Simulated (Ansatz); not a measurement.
H3AlNO, SMILES `[NH2][Al-][OH]` (excited triplet) (charge -1, multiplicity 3). This triplet is an excited state, 1.65 eV above the relaxed singlet at the level frozen-core CCSD(T)/aug-cc-pVDZ // PBE0-D3(BJ)/def2-TZVPD (Ansatz, a quantum-chemistry and plane-wave program).

Computed with frozen-core CCSD(T)/aug-cc-pVDZ // PBE0-D3(BJ)/def2-TZVPD (Ansatz).

Ansatz 0.2 input:
```yaml
crystal:
  periodic: [false, false, false]
  atoms:
    - { symbol: N, position_ang: [-1.180676, -0.175101, 0.201627] }
    - { symbol: Al, position_ang: [0.437839, 0.72968, 0.123585] }
    - { symbol: O, position_ang: [1.962614, -0.172884, 0.137029] }
    - { symbol: H, position_ang: [-1.715434, -0.228125, -0.654544] }
    - { symbol: H, position_ang: [-1.807996, 0.09576, 0.946421] }
    - { symbol: H, position_ang: [2.303655, -0.24933, -0.754118] }
basis:
  gaussian: { orbitals: aug-cc-pVDZ }
correlation:
  method: ccsd_t
total_charge: -1
magnetization:
  spin_polarized: true
  initial_magnetization: 2
```

Output:

```
Functional definition: HF
971 factors; integrals over basis functions are off by at most 8.6e-4 eV
mean field evaluation 1: about -10147.8649 eV, gradient 1.7e1 eV
mean field evaluation 2: about -10147.8665 eV, gradient 1.7e1 eV
mean field evaluation 4: about -10150.1475 eV, gradient 3.3e0 eV
mean field evaluation 8: about -10150.5216 eV, gradient 5.8e-1 eV
mean field evaluation 16: about -10150.6675 eV, gradient 1.5e-6 eV
mean field evaluation 32: about -10150.6674 eV, gradient 1.9e-2 eV
mean field evaluation 64: about -10150.1315 eV, gradient 6.5e-1 eV
mean field evaluation 96: about -10150.1356 eV, gradient 8.4e-2 eV
mean field evaluation 128: about -10149.9147 eV, gradient 2.9e-2 eV
mean field evaluation 160: about -10149.7591 eV, gradient 1.6e-1 eV
mean field evaluation 192: about -10149.3495 eV, gradient 8.6e-4 eV
mean field evaluation 224: about -10147.2762 eV, gradient 1.0e0 eV
mean field evaluation 256: about -10147.0944 eV, gradient 1.7e0 eV
mean field evaluation 288: about -10149.3495 eV, gradient 8.6e-4 eV
mean field -10150.66749079 eV, -373.0301499169 hartree, gradient 3.3e-6 eV, S^2 2.003460; 16 other end points of the search recorded, 0 dependent functions left out
determinant -10150.66749079 eV, -373.0301499169 hartree, with singles and doubles -10163.38975872 eV, -373.4976846399 hartree
determinant -10150.13827526 eV, -373.0107016051 hartree, with singles and doubles -10162.74475779 eV, -373.4739812929 hartree
determinant -10149.91498207 eV, -373.0024957317 hartree, with singles and doubles -10162.49123138 eV, -373.4646643692 hartree
determinant -10149.76231661 eV, -372.9968853794 hartree, with singles and doubles -10162.43749508 eV, -373.4626895967 hartree
determinant -10149.34951269 eV, -372.9817151152 hartree, with singles and doubles -10162.06251062 eV, -373.4489091721 hartree
determinant -10149.02882862 eV, -372.9699301930 hartree, with singles and doubles -10161.59584411 eV, -373.4317594940 hartree
determinant -10147.34862361 eV, -372.9081837976 hartree, with singles and doubles -10159.16353353 eV, -373.3423737288 hartree
7 core orbitals not correlated
reference -10150.66749079 eV, -373.0301499169 hartree; 10, 8 occupied and 83, 85 virtual orbitals, 971 factors
second order -12.25243938 eV of doubles, -0.00000000 eV of singles
cycle   1  -12.70880604 eV  change   -3.4e-1 eV  update   2.8e-2
cycle   2  -12.73442429 eV  change   -2.6e-2 eV  update   9.3e-3
cycle   3  -12.73661152 eV  change   -2.2e-3 eV  update   5.6e-3
cycle   4  -12.73897835 eV  change   -2.4e-3 eV  update   2.6e-3
cycle   5  -12.73975254 eV  change   -7.7e-4 eV  update   1.3e-3
cycle   6  -12.73987198 eV  change   -1.2e-4 eV  update   7.1e-4
cycle   7  -12.73996621 eV  change   -9.4e-5 eV  update   4.0e-4
cycle   8  -12.73995526 eV  change    1.1e-5 eV  update   2.6e-4
cycle   9  -12.73994467 eV  change    1.1e-5 eV  update   1.6e-4
cycle  10  -12.73994066 eV  change    4.0e-6 eV  update   8.7e-5
cycle  11  -12.73994394 eV  change   -3.3e-6 eV  update   4.8e-5
cycle  12  -12.73994509 eV  change   -1.1e-6 eV  update   2.6e-5
cycle  13  -12.73994584 eV  change   -7.5e-7 eV  update   1.5e-5
perturbative correction -0.42048046 eV, -0.0154523720 hartree
Total energy: -10163.82791709 eV, -373.5137866630 hartree
```
